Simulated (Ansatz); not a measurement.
Consider the ligand exchange at the Al–S bond: `C[NH][AlH][SH]` + silanol → `C[NH][AlH][O][SiH3]` + H₂S.

Gas-phase electronic energies from Ansatz, PBE0-D4/def2-TZVP geometries. CBS: MP2 limit from def2 TZ/QZ plus the TZ coupled-cluster correction, frozen cores. This one scheme is used for every species. DFT in def2-TZVPP. Each species was taken in one conformer, which may not be the lowest.

```json
{"level": "PBE-D4", "ΔE (eV)": "-0.39"}
{"level": "CCSD(T)/def2-TZVPP", "ΔE (eV)": "-0.54"}
```

(1) What does CCSD(T)/CBS give? (Best estimate.)

Largest T1 diagnostic among the species: 0.011.

Answers

(1) Computed: -0.51 eV. The listed levels differ from it by 0.12, -0.03 eV.

From PBE to PBE0 (25 % exact exchange), in def2-TZVPP and without D4, ΔE moves by −0.03 eV. In def2-TZVPP, CCSD(T) changes the Hartree–Fock value by +0.10 eV (the triples alone add +0.03 eV) and MP2 by +0.12 eV.
